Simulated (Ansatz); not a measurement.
`[SiH3][Sn]([Cl])([Cl])[Cl]` + H₂ → `[SiH3][SnH]([Cl])[Cl]` + HCl at 400 K and 1 bar (hydrogenolysis of the Sn–Cl bond).

Computed with Ansatz on PBE0-D4/def2-TZVP structures; ΔE is electronic, products minus reactants. CCSD(T)/CBS adds triple-zeta CCSD(T) − MP2 to the extrapolated MP2 energy (def2 sets, frozen cores). This one scheme is used for every species. def2 core potentials past Kr. For Sn outer-core shells are correlated without core-valence functions, which leaves a few kJ/mol of doubt a bond.

| species | CCSD(T)/CBS energy (Eh) | H − E (kJ/mol) | S (J/(mol·K)) |
| --- | --- | --- | --- |
| `[SiH3][Sn]([Cl])([Cl])[Cl]` | -1884.38944 | 114.9 | 453.9 |
| H₂ | -1.17544 | 38.0 | 139.0 |
| `[SiH3][SnH]([Cl])[Cl]` | -1425.15460 | 124.7 | 423.9 |
| HCl | -460.38127 | 29.6 | 195.4 |

H − E and S are ideal-gas, rigid-rotor, harmonic terms from PBE0-D4/def2-TZVP. The MP2-based limit puts H₂ 0.8 mEh under its directly extrapolated value; such offsets cancel only in part. 1 Eh = 2625.50 kJ/mol, R = 8.31446 J/(mol·K).

Problem. By hand: ΔE, ΔH, ΔS and ΔG.

Solution. ΔE = (-1425.15460) + (-460.38127) − (-1884.38944) − (-1.17544) = 0.02901 Eh = 76.2 kJ/mol. Δ(H − E) = 124.7 + 29.6 − 114.9 − 38.0 = 1.4, so ΔH = 77.6 kJ/mol. ΔS = 423.9 + 195.4 − 453.9 − 139.0 = 26.4 J/(mol·K). ΔG = 77.6 − 400 × (26.4)/1000 = 67.0 kJ/mol.

Problem. By hand: the equilibrium constant, and the temperature at which ΔG would vanish if ΔH and ΔS stayed fixed.

Solution. log₁₀ K = −ΔG/(RT ln 10) = -8.7. ΔG = 0 at ΔH/ΔS = 2939 K, far beyond where these terms or the molecules hold.

ΔH outweighs TΔS. A doubt of 5 kJ/mol in ΔE shifts log₁₀ K by 0.7 here. These are equilibria of isolated gas molecules and say nothing of rates. Largest T1 diagnostic: 0.012 (customary marks: 0.02 for closed shells, 0.045 for open ones).
